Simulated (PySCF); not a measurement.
Species: C6H10Si.
SMILES with atom numbers: `[CH3:1][C:2]#[C:3][CH:4]1[CH2:5][SiH2:6][CH2:7]1` (hydrogens: H8, H9, H10 on C1; H11 on C4; H12, H13 on C5; H14, H15 on Si6; H16, H17 on C7)

Geometry (PBE0-D3(BJ)/def2-SVP, Å), atoms numbered from 1 in this order:
```
atom  x, y, z in Å
C1     4.0515   -1.2972    0.0435
C2     2.6954   -0.7764    0.1107
C3     1.5652   -0.3376    0.1636
C4     0.1969    0.1564    0.2320
C5    -0.7873   -0.3834   -0.8539
Si6   -2.1594   -0.2092    0.4430
C7    -0.6023   -0.2028    1.5250
H8     4.6405   -0.9926    0.9231
H9     4.0560   -2.3979    0.0043
H10    4.5760   -0.9295   -0.8526
H11    0.2224    1.2577    0.1461
H12   -0.7906    0.1576   -1.8097
H13   -0.5798   -1.4469   -1.0538
H14   -3.1660   -1.3030    0.6036
H15   -2.8757    1.1031    0.3989
H16   -0.3539   -1.2268    1.8473
H17   -0.4646    0.4754    2.3779
```

Computed with PySCF at PBE0/pcSseg-1, non-relativistic, on one gas-phase PBE0-D3(BJ)/def2-SVP geometry that isn't relaxed in the solvent. The solvent is an IEF-PCM continuum (van der Waals radii × 1.2). The model holds no explicit solvent molecules, cavitation or dispersion.

| run | E − E(gas) (kcal/mol) | HOMO (eV) | HOMO–LUMO gap (eV) | dipole (D) |
| --- | --- | --- | --- | --- |
| gas | 0.00 | -7.05 | 7.37 | 0.57 |
| P | -2.92 | -7.19 | 7.55 | 0.61 |
| Q | -3.11 | -7.20 | 7.56 | 0.61 |

Question: The runs were made in acetone and water. Which run belongs to which solvent?

Answer: P = acetone, Q = water. The dielectric constants are 20.49 (acetone), 78.36 (water), and the energy falls further as ε rises. In this model the ground state sees the solvent through ε alone.

Question: How constant is the ratio of the lowering to (ε − 1)/(2ε + 1)?

Answer: 
```tsv
solvent	(ε − 1)/(2ε + 1)	E − E(gas) (kcal/mol)	ratio (kcal/mol)	polarisation term (kcal/mol)
acetone	0.464	-2.92	-6.3	-3.27
water	0.490	-3.11	-6.3	-3.50
```

The ratio changes by +0.7 % in size from acetone to water. The polarisation term is half the interaction of the solute with the induced surface charges.

Time: 22 s wall; peak memory 0.99 GiB. Hardware: one thread, Arm Neoverse V2 (aarch64), no GPU, on a shared host. This is the whole shielding run at PBE0/pcSseg-1 in water, SCF included.
